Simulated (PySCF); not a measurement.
Compound: C8H11P.
Bonds: C1–P2, P2–C3, C3–C4 (aromatic), C4–C5 (aromatic), C5–C6 (aromatic), C6–C7, C6–C8 (aromatic), C8–C9 (aromatic), C3–C9 (aromatic). Hydrogens: H10, H11, H12 on C1; H13 on P2; H14 on C4; H15 on C5; H16, H17, H18 on C7; H19 on C8; H20 on C9.

Level: PBE0/pcSseg-1 in PySCF, non-relativistic, on one gas-phase PBE0-D3(BJ)/def2-SVP geometry that isn't relaxed in the solvent. The solvent is an IEF-PCM continuum (van der Waals radii × 1.2). Only the electrostatic response of the medium enters.

Gas phase at PBE0/pcSseg-1: HOMO -6.63 eV, LUMO -0.54 eV, dipole 1.72 D.

Problem. What does the continuum do to the energy, the frontier levels and the dipole at PBE0/pcSseg-1 in water?

Solution. 
| solvent | ε | E(solvent) − E(gas) (kcal/mol) | polarisation term (kcal/mol) | distortion of the solute (kcal/mol) | HOMO (eV) | LUMO (eV) | dipole (D) |
| --- | --- | --- | --- | --- | --- | --- | --- |
| water | 78.36 | -4.38 | -5.04 | 0.66 | -6.74 | -0.56 | 2.28 |

Polarisation term: ½ Σ q·V over the induced surface charges. Distortion: the rise of the solute's own energy as its density leaves the gas-phase optimum.

Problem. Which radius a makes the point-dipole formula ΔE = −[(ε − 1)/(2ε + 1)]·μ²/a³ give the value in water, with the gas-phase dipole?

Solution. μ = 0.676 au and |ΔE| = 0.00699 Eh give a = 1.68 Å; the farthest nucleus lies 4.53 Å from the centroid of the nuclei, so such a sphere wouldn't even hold the nuclei. The formula assumes a rigid point dipole at the centre of a sphere.

Problem. Which Hirshfeld charges (PBE0/pcSseg-1) respond most in water (means over atoms taken as equivalent)?

Solution. 
```
      atoms                  environment  gas (e)  solvent (e)  change
         P2         phosphine phosphorus   +0.107       +0.083  -0.024
        H13                 P–H hydrogen   -0.019       -0.011  +0.008
         C3  substituted aromatic carbon   -0.057       -0.065  -0.008
    H15/H19            aromatic hydrogen   +0.048       +0.055  +0.007
      C4/C9           aromatic CH carbon   -0.052       -0.058  -0.006
    H14/H20            aromatic hydrogen   +0.045       +0.050  +0.005
      C5/C8           aromatic CH carbon   -0.054       -0.060  -0.006
H16/H17/H18              methyl hydrogen   +0.046       +0.051  +0.005
```

Problem. Which Mayer bond orders change most in water?

Solution. 
```
  bond  length (Å)    gas  solvent  change
 C9–C3       1.400  1.403    1.391  -0.012
 P2–C3       1.838  0.982    0.974  -0.008
 C5–C6       1.400  1.390    1.383  -0.007
 C6–C8       1.399  1.398    1.392  -0.006
 C1–P2       1.859  0.988    0.993  +0.005
P2–H13       1.429  0.940    0.945  +0.005
 C6–C7       1.501  1.070    1.074  +0.004
C7–H16       1.100  0.956    0.952  -0.004
```

The values belong to the conformer `[CH3:1][PH:2][c:3]1[cH:4][cH:5][c:6]([CH3:7])[cH:8][cH:9]1`: C1–P2–C3–C4 79°.
